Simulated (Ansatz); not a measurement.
`[CH3][Ge][Br]` + H₂ → `[CH3][GeH]` + HBr at 700 K and 1 bar (hydrogenolysis of a Ge–Br bond).

Isolated molecules relaxed with PBE0-D4/def2-TZVP in Ansatz; ΔE leaves out vibrations. CCSD(T)/CBS adds triple-zeta CCSD(T) − MP2 to the extrapolated MP2 energy (def2 sets, frozen cores). This one scheme is used for every species. For Br, Ge outer-core shells are correlated without core-valence functions, which leaves a few kJ/mol of doubt a bond. Scalar relativity is left out up to krypton.

```tsv
species	CCSD(T)/CBS energy (Eh)	H − E (kJ/mol)	S (J/(mol·K))
`[CH3][Ge][Br]`	-4689.31568	144.2	392.4
H₂	-1.17544	46.8	155.3
`[CH3][GeH]`	-2116.52215	151.1	334.8
HBr	-2573.91920	36.5	223.7
```

H − E and S are ideal-gas, rigid-rotor, harmonic terms from PBE0-D4/def2-TZVP. The MP2-based limit puts H₂ 0.8 mEh under its directly extrapolated value; such offsets cancel only in part. 1 Eh = 2625.50 kJ/mol, R = 8.31446 J/(mol·K).

Problem. By hand: ΔE, ΔH, ΔS and ΔG.

Solution. ΔE = (-2116.52215) + (-2573.91920) − (-4689.31568) − (-1.17544) = 0.04977 Eh = 130.7 kJ/mol. Δ(H − E) = 151.1 + 36.5 − 144.2 − 46.8 = -3.4, so ΔH = 127.3 kJ/mol. ΔS = 334.8 + 223.7 − 392.4 − 155.3 = 10.8 J/(mol·K). ΔG = 127.3 − 700 × (10.8)/1000 = 119.7 kJ/mol.

Problem. By hand: the equilibrium constant, and the temperature at which ΔG would vanish if ΔH and ΔS stayed fixed.

Solution. log₁₀ K = −ΔG/(RT ln 10) = -8.9. ΔG = 0 at ΔH/ΔS = 11787 K, far beyond where these terms or the molecules hold.

The number of gas molecules stays the same, so ΔS is small and ΔH decides. A doubt of 5 kJ/mol in ΔE shifts log₁₀ K by 0.4 here. These are equilibria of isolated gas molecules and say nothing of rates. Largest T1 diagnostic: 0.011 (customary marks: 0.02 for closed shells, 0.045 for open ones).
